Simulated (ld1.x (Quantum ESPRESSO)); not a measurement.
**LDA (PZ) TM dataset for antimony, non-relativistic all-electron reference.**

Sb, norm-conserving Troullier–Martins (Kleinman–Bylander form), made with ld1.x (Quantum ESPRESSO) 7.5 (LDA (PZ), non-relativistic). Core [Kr] 4d10, reference 5s1.5 5p3.5. Waves: 5s (bound): rc 2.15 bohr; 5p (bound): rc 2.32 bohr. Local part: all-electron potential smoothed inside 2.30 bohr (lloc = -1). Core correction: Bessel-smoothed model core inside 1.25 bohr.

Poles of the logarithmic derivatives, all-electron (AE) and pseudo (PS). s: poles at 0.5 (AE) and 0.4, 2.3 (PS) Ry. p: poles at 1.7 (AE) and 1.5 (PS) Ry. Test radius 2.55 bohr.

- Cutoffs needed: 18 Ry and 30 Ry (the cutoffs (Ry, on a coarse ladder) from which the occupation-weighted sum of valence levels, in a spherical-Bessel basis at the reference potential, stays within 10 and 1 mRy of its value at 400 Ry)
- Ghost test: no extra level below or beside the all-electron valence levels (s, p, d, f tested) (spherical-Bessel basis up to 400 Ry, 20 bohr box)
- Largest excitation error: -272 meV (all-electron minus pseudo) for 5s1 5p0, out of 7 test configurations
